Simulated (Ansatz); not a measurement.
Cost and result up the ladder for Sn6Te12 (18 atoms). The state is a singlet with charge 0. Geometry: PBE-D4/def2-SVP.

```tsv
atom	x (Å)	y (Å)	z (Å)
Sn1	1.808	0.984	0.613
Sn2	0.697	4.518	0.578
Sn3	0.202	-4.551	-0.579
Sn4	-2.573	1.752	-1.082
Sn5	-2.971	-1.679	2.159
Sn6	2.650	-2.983	0.522
Te7	-2.547	4.403	-0.126
Te8	-0.125	-3.277	-3.140
Te9	-2.510	-3.980	0.403
Te10	1.645	2.907	-1.657
Te11	-2.965	-1.226	-0.724
Te12	3.203	-0.938	-1.436
Te13	3.363	3.275	1.238
Te14	-1.212	2.184	1.494
Te15	-0.545	-0.369	3.223
Te16	-0.487	1.556	-3.036
Te17	2.064	-1.332	2.851
Te18	0.304	-1.246	-1.300
```

Ansatz on 2 threads of AMD EPYC 7R13 on a shared host and a share (18 GiB) of an NVIDIA H100 80GB HBM3. Times are rough, and most runs start from the orbitals of an earlier one. No level here is sound enough to serve as a yardstick. Binding counts from free atoms at the same level (Sn triplet, Te triplet; other spins of the atoms weren't run), without zero-point energy or a counterpoise term.

In the def2 sets Sn, Te take a core potential; there is no spin–orbit coupling. Correlated methods freeze 72 core orbitals; core or outer-core shells of Sn, Te are correlated, in sets that lack core-valence functions. The rows differ in basis, and correlated rows in double-zeta sets carry the largest basis error. Single mean-field runs in def2-SVP, def2-mTZVP are fitted with def2-universal-jkfit. The structure comes from a short search, and lower isomers may exist.

Correlated methods converge slowly with the basis, most of all in double-zeta sets.

```
                        level  functions  wall time  binding energy per atom (eV)                        remarks
             PBE0-D4/def2-SVP        468      4.1 s                          2.53  restricted SCF unstable in HF
           r2SCAN-D4/def2-SVP        468      4.5 s                          2.48  restricted SCF unstable in HF
PBE-D4/def2-SVP (with forces)        468      4.9 s                          2.76                              –
         r2SCAN-D4/def2-mTZVP        648        6 s                          2.47  restricted SCF unstable in HF
          r2SCAN0-D4/def2-SVP        468      6.5 s                          2.32  restricted SCF unstable in HF
                 MP2/def2-SVP        468       10 s                          2.22        restricted SCF unstable
             RPA@PBE/def2-SVP        468       14 s                          1.80                              –
```
